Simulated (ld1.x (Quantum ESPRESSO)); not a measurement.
Before and after: RRKJ potential for carbon (C)

- Element: carbon
- Generator: ld1.x (Quantum ESPRESSO) 7.5
- Type: norm-conserving RRKJ (Kleinman–Bylander form)
- Functional: LDA (PZ)
- Relativity: scalar-relativistic
- Frozen core: [He]
- Valence charge: 4
- Reference configuration: 2s1.5 2p2.5
- Partial waves: 2p (bound): rc 2.20 bohr; 3d channel at -0.15 Ry: rc 1.80 bohr; 2s (bound): rc 1.00 bohr
- Local potential: the s channel
- Core correction: a·sin(br)/r model core inside 0.75 bohr
- rho0: 0.001

Change: all radii but the core radius scaled by about 1.30 (s 1.30, p 2.84, d 2.34 bohr).

Cutoffs: the cutoffs (Ry, on a coarse ladder) from which the occupation-weighted sum of valence levels, in a spherical-Bessel basis at the reference potential, stays within 10 and 1 mRy of its value at 400 Ry; they do not see the model core or the augmentation charge, which bear on the density cutoff. Errors are all-electron minus pseudo energies relative to the spin-unpolarised reference configuration.

Predict the effect on cutoff, ghosts and configuration errors.

The potential gets softer (35 Ry and 90 Ry → 30 Ry and 70 Ry); of the 9 tests that both files solve, the error grows in 7 and shrinks in 2 by more than 15 % and 0.3 meV (median size 22.3 → 21.1 meV); neither file shows a bound ghost. A larger radius leaves more room for a smooth pseudo-wave, so fewer plane waves are needed.

```csv
quantity,base,changed
"cutoff, loose",35 Ry,30 Ry
"cutoff, tight",90 Ry,70 Ry
loose cutoff by channel (10 mRy a level),"p 21 Ry, s 30 Ry","p 15 Ry, s 25 Ry"
bound ghosts,none,none
"error for 2s2 2p2, meV [ΔE -4.12 eV]",-0.3,-8.6
"error for 2s2 2p1, meV [ΔE 6.87 eV]",+90,+244
"error for 2s2 2p0, meV [ΔE 31.13 eV]",+589,+1476
"error for 2s1 2p2, meV [ΔE 15.37 eV]",-13,-18
"error for 2s1 2p3, meV [ΔE 4.13 eV]",-0.2,-8.4
"error for 2s2 2p2.3, meV [ΔE -5.32 eV]",-5.0,-21
"error for 2s2 2p1.5, meV [ΔE -0.09 eV]",+22,+56
"error for 2s1.5 2p2.5 (spin-polarised), meV [ΔE -2.72 eV]",+107,+12
"error for 2s2 2p2 (spin-polarised), meV [ΔE -5.24 eV]",+33,-23
```
